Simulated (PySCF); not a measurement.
**SMILES CCc1pcpcp1, C$_{5}$H$_{7}$P$_{3}$**

Geometry:
| atom | x (Å) | y (Å) | z (Å) |
| --- | --- | --- | --- |
| C1 | -2.346 | 0.100 | 0.380 |
| C2 | -1.445 | 0.249 | -0.845 |
| C3 | 0.005 | 0.077 | -0.445 |
| P4 | 0.562 | -1.572 | -0.502 |
| C5 | 2.192 | -1.561 | 0.072 |
| P6 | 3.279 | -0.342 | 0.636 |
| C7 | 2.385 | 1.134 | 0.534 |
| P8 | 0.784 | 1.558 | 0.038 |
| H9 | -3.391 | 0.220 | 0.103 |
| H10 | -2.213 | -0.884 | 0.826 |
| H11 | -2.092 | 0.852 | 1.126 |
| H12 | -1.599 | 1.238 | -1.286 |
| H13 | -1.720 | -0.505 | -1.587 |
| H14 | 2.634 | -2.556 | 0.075 |
| H15 | 2.961 | 2.000 | 0.854 |

Method used: GIAO B3LYP/pcSseg-1 magnetisability, rotational g tensor and spin-rotation constants, non-relativistic, gas phase (PySCF 2.14.0). Geometry: GFN2-xTB.

Q: Give the nuclear spin-rotation constants along the inertial axes (H = +C I·J) beside the isotropic shieldings.

A: Rotational constants 2.0953, 0.9586, 0.7036 GHz. A star marks the isotopologue with that one atom substituted, in its own axes.
| atom | isotope | Caa (kHz) | Cbb (kHz) | Ccc (kHz) | mean (kHz) | σ (ppm) |
| --- | --- | --- | --- | --- | --- | --- |
| P4 | 31P | 6.218 | 2.620 | 0.826 | 3.221 | 32.0 |
| P6 | 31P | 5.447 | 3.026 | 0.700 | 3.058 | 48.6 |
| P8 | 31P | 6.220 | 2.620 | 0.826 | 3.222 | 32.0 |
| H9 | 1H | 0.072 | -0.112 | -0.076 | -0.039 | 30.1 |
| H10 | 1H | -0.201 | -0.029 | -0.052 | -0.094 | 30.6 |
| H11 | 1H | -0.201 | -0.029 | -0.052 | -0.094 | 30.6 |
| H12 | 1H | -0.145 | -0.017 | -0.051 | -0.071 | 28.2 |
| H13 | 1H | -0.145 | -0.017 | -0.050 | -0.071 | 28.2 |
| H14 | 1H | -0.069 | 0.100 | -0.075 | -0.015 | 21.0 |
| H15 | 1H | -0.068 | 0.100 | -0.075 | -0.015 | 21.0 |
| C1 | 13C* | 0.326 | 0.170 | 0.125 | 0.207 | 149.4 |
| C2 | 13C* | 0.351 | 0.188 | 0.138 | 0.226 | 138.7 |
| C3 | 13C* | 1.647 | 0.497 | 0.068 | 0.738 | -44.1 |
| C5 | 13C* | 0.999 | 0.632 | 0.075 | 0.569 | -10.4 |

For the geometry as given, no vibrational averaging.

Q: How do the rotational constants and the g tensor change when H9, H10, H11, H12, H13, H14, H15 are replaced by deuterium?

A: Constants 1.9272, 0.8542, 0.6401 GHz; g -0.0484, -0.0242, 0.0095, against -0.0530, -0.0272, 0.0106 before.
